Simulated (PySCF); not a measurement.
Job file and geometry (Å, from GFN2-xTB) of an NMR shielding run on `InChI=1S/C5H5.Al.ClH.H3N.H/c1-2-5-3-4-5;;;;/h1,3,5H,4H2;;1H;1H3;/q;+1;;;/p-1/t5-;;;;/m0..../s1`, GIAO PBE0/pcSseg-1 NMR shielding, non-relativistic, gas phase (PySCF 2.14.0, density-fitted response routines); density fitting, a coarse starting grid and PySCF grid level 2 are the driver's defaults:

```
$ OMP_NUM_THREADS=1 python probes_run.py task.json out

{"job": {"kind": "nmr", "xc": "PBE0", "basis": "pcSseg-1"}, "charge": 0, "multiplicity": 1}
C      2.330641    -1.647162     0.289445
C      2.047083    -0.531439    -0.061346
C      1.644824     0.772919    -0.475993
C      0.824750     1.571623     0.486576
C      0.141539     0.928311    -0.692909
Al    -0.610186    -0.830776    -0.097102
N     -2.634485    -0.261389    -0.003709
Cl    -0.801213    -2.416054    -1.375729
H      2.644226    -2.600096     0.598866
H      2.347854     1.289369    -1.120038
H      0.659782     1.134720     1.464344
H      0.967267     2.644035     0.502231
H     -0.099737     1.630671    -1.491336
H     -0.520300    -1.111330     1.423329
H     -3.009184    -0.020854    -0.918464
H     -2.787796     0.520976     0.625128
H     -3.152063    -1.061496     0.349427
```

**Question.** What does the program print?

**Answer.** 
```
coarse grid: 15320 points
cycle   1  E = -952.5932315976  dE =  1.023e+00  |g| = 4.920e-01  |ddm| = 3.834e+00
cycle   2  E = -952.6040063443  dE = -1.077e-02  |g| = 4.805e-01  |ddm| = 1.091e+00
cycle   3  E = -952.6583761802  dE = -5.437e-02  |g| = 7.788e-02  |ddm| = 5.235e-01
cycle   4  E = -952.6593747701  dE = -9.986e-04  |g| = 4.533e-02  |ddm| = 1.042e-01
cycle   5  E = -952.6598219429  dE = -4.472e-04  |g| = 1.778e-02  |ddm| = 4.526e-02
cycle   6  E = -952.6598960566  dE = -7.411e-05  |g| = 3.799e-03  |ddm| = 1.579e-02
cycle   7  E = -952.6598994576  dE = -3.401e-06  |g| = 7.192e-04  |ddm| = 4.380e-03
final grid: 139016 points
cycle   8  E = -952.7025606794  dE = -3.952e-05  |g| = 8.775e-03  |ddm| = 3.958e-02
cycle   9  E = -952.7025521575  dE =  8.522e-06  |g| = 1.069e-02  |ddm| = 1.659e-02
cycle  10  E = -952.7025772875  dE = -2.513e-05  |g| = 1.874e-03  |ddm| = 9.083e-03
cycle  11  E = -952.7025780679  dE = -7.804e-07  |g| = 6.248e-04  |ddm| = 1.751e-03
cycle  12  E = -952.7025781579  dE = -8.999e-08  |g| = 1.378e-04  |ddm| = 5.194e-04
cycle  13  E = -952.7025781624  dE = -4.531e-09  |g| = 2.768e-05  |ddm| = 1.728e-04
cycle  14  E = -952.7025781626  dE = -1.719e-10  |g| = 1.050e-05  |ddm| = 3.667e-05
converged SCF energy = -952.7025781626

GIAO shielding tensors (ppm)
atom      isotropic    diamagn.    paramagn.     s11        s22        s33       span
  0 C      108.275     255.835    -147.560     31.333     49.283    244.210    212.877
  1 C       90.988     262.293    -171.305    -14.781      2.906    284.838    299.619
  2 C      184.962     258.833     -73.871    157.039    166.595    231.252     74.213
  3 C      172.952     254.173     -81.221    147.808    168.164    202.884     55.076
  4 C      183.090     252.342     -69.252    148.143    180.971    220.156     72.013
  5 Al     443.047     794.664    -351.617    355.126    471.193    502.823    147.697
  6 N      226.060     316.695     -90.635    221.610    223.765    232.805     11.196
  7 Cl     989.338    1150.245    -160.907    944.774    970.697   1052.543    107.769
  8 H       30.178      33.352      -3.173     24.401     25.921     40.213     15.812
  9 H       30.289      29.534       0.755     22.741     26.894     41.232     18.490
 10 H       30.950      31.761      -0.811     25.300     29.240     38.310     13.010
 11 H       30.856      31.364      -0.509     25.204     26.044     41.319     16.114
 12 H       32.169      32.644      -0.475     25.997     27.759     42.751     16.754
 13 H       27.858      31.163      -3.305     24.511     26.956     32.107      7.595
 14 H       29.692      28.998       0.694     24.592     26.174     38.309     13.717
 15 H       29.733      29.940      -0.207     23.246     26.548     39.405     16.159
 16 H       29.804      28.169       1.635     23.816     26.350     39.247     15.432
```

Size and cost of the density-fitted run: 195 basis functions, 37 s wall time on 1 thread of an Arm Neoverse V1, shared host; peak memory 0.86 GiB.
